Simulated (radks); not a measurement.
The numbers below are computed, except where a source is named.
Q: Excited configurations of Zr: one electron is placed in a higher orbital outside [Kr] 4d2 5s1. The ground configuration is [Kr] 4d2 5s2. Code: a radial shooting solver on a logarithmic mesh with Libxc functionals. Model: scalar-relativistic Kohn-Sham, PBE, spin-polarised, spherical densities, finite nucleus; open shells are filled with parallel spins first (spin-orbit coupling, left out, can overturn this in heavy ions); Fermi nuclear charge, rms radius 4.2694 fm. Excitation = E - E(ground); binding = E(ion) - E, where the ion is the core of charge +1; n* = 1/sqrt(2 binding) in atomic units, and the quantum defect is n - n*.

| outer orbital | excitation (eV) | binding (eV) | n* | quantum defect | eigenvalue (eV) | <r> (bohr) |
|---|---|---|---|---|---|---|
| 5f | 5.740 | 0.698 | 4.415 | 0.585 | -0.404 | 27.24 |
| 6p | 4.622 | 1.816 | 2.737 | 3.263 | -1.085 | 11.50 |
| 7p | 5.373 | 1.065 | 3.574 | 3.426 | -0.674 | 20.68 |
| 7d | 5.723 | 0.715 | 4.362 | 2.638 | -0.458 | 30.05 |

Estimate the row for 4f.

A: excitation (eV) 5.458; binding (eV) 0.981; n* 3.725; quantum defect 0.275; eigenvalue (eV) -0.470; <r> (bohr) 16.20. The Delta-SCF ionisation energy is 6.438 eV (NIST Atomic Spectra Database: 6.634 eV, measured). Self-interaction in the functional shifts the binding energies and quantum defects, so they are the method's values and not measured ones. Open shells are spherical and high-spin; term and fine-structure splittings are not resolved.
